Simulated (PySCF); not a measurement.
**ZnSe: input and log**

State: ¹Σ⁺ (singlet), closed shell.

An equivalent input (the run itself took its basis sets from the Basis Set Exchange, started from a PBE0 density and held the occupation σ 14α 14β, πx 7α 7β, πy 7α 7β, δx 2α 2β, δy 2α 2β):

```python
from pyscf import gto, scf, cc
mol = gto.M(atom='Zn 0 0 0; Se 0 0 2.185', basis={'Zn': 'def2-TZVPPD', 'Se': 'def2-TZVPPD'},
            charge=0, spin=0, verbose=4, symmetry='C2v')
mf = scf.RHF(mol)
mf.irrep_nelec = {'A1': 32, 'A2': 4, 'B1': 14, 'B2': 14}
mf.conv_tol = 1e-9
mf.max_cycle = 60
mf.diis_space = 10
mf.kernel()
mycc = cc.CCSD(mf, frozen=[0, 1, 2, 3, 4, 5, 6, 7, 8, 9, 10, 11, 12, 13])
mycc.run(conv_tol=1e-7, conv_tol_normt=1e-5, max_cycle=80, diis_space=8)
et = mycc.ccsd_t()
```

The SCF ended at -4177.62623055 hartree. The coupled-cluster part of the log:

```
******** <class 'pyscf.cc.ccsd.CCSD'> ********
CC2 = 0
CCSD nocc = 18, nmo = 110
frozen orbitals [0, 1, 2, 3, 4, 5, 6, 7, 8, 9, 10, 11, 12, 13]
max_cycle = 80
direct = 0
conv_tol = 1e-07
conv_tol_normt = 1e-05
diis_space = 8
diis_start_cycle = 0
diis_start_energy_diff = 1e+09
Init t2, MP2 energy = -4178.71722207535  E_corr(MP2) -1.09099152985969
Init E_corr(CCSD) = -1.09099152986657
cycle = 1  E_corr(CCSD) = -0.962114463960386  dE = 0.128877066  norm(t1,t2) = 0.105008
cycle = 2  E_corr(CCSD) = -1.02218931463282  dE = -0.0600748507  norm(t1,t2) = 0.0514832
cycle = 3  E_corr(CCSD) = -1.00974742841527  dE = 0.0124418862  norm(t1,t2) = 0.0374543
cycle = 4  E_corr(CCSD) = -1.00842081326826  dE = 0.00132661515  norm(t1,t2) = 0.00985394
cycle = 5  E_corr(CCSD) = -1.0101220347433  dE = -0.00170122148  norm(t1,t2) = 0.00329429
cycle = 6  E_corr(CCSD) = -1.01029673825439  dE = -0.000174703511  norm(t1,t2) = 0.00111075
cycle = 7  E_corr(CCSD) = -1.01002450884815  dE = 0.000272229406  norm(t1,t2) = 0.000625984
cycle = 8  E_corr(CCSD) = -1.01001319616784  dE = 1.13126803e-05  norm(t1,t2) = 0.000284753
cycle = 9  E_corr(CCSD) = -1.0100720347178  dE = -5.883855e-05  norm(t1,t2) = 0.000126667
cycle = 10  E_corr(CCSD) = -1.01007315617037  dE = -1.12145257e-06  norm(t1,t2) = 4.06564e-05
cycle = 11  E_corr(CCSD) = -1.0100694170586  dE = 3.73911177e-06  norm(t1,t2) = 1.60748e-05
cycle = 12  E_corr(CCSD) = -1.01007043302765  dE = -1.01596906e-06  norm(t1,t2) = 7.80349e-06
cycle = 13  E_corr(CCSD) = -1.01007002731305  dE = 4.05714606e-07  norm(t1,t2) = 2.51278e-06
cycle = 14  E_corr(CCSD) = -1.01007016512356  dE = -1.37810508e-07  norm(t1,t2) = 1.18297e-06
cycle = 15  E_corr(CCSD) = -1.01007032991123  dE = -1.64787676e-07  norm(t1,t2) = 7.15041e-07
cycle = 16  E_corr(CCSD) = -1.01007023194984  dE = 9.79613957e-08  norm(t1,t2) = 2.08462e-07
CCSD converged
E(CCSD) = -4178.636300777442  E_corr = -1.010070231949836
CCSD(T) correction = -0.0314336146982734
```

T1 diagnostic 0.017, D1 0.070, 36 electrons correlated.

Repeating this along the bond gives Re = 2.195 Å and ωe = 321 cm⁻¹.

A point of this curve took 270 CPU seconds beside 1.9 for the integrals, on Arm Neoverse V1 (shared host).

Correlated steps freeze 14 core orbitals.
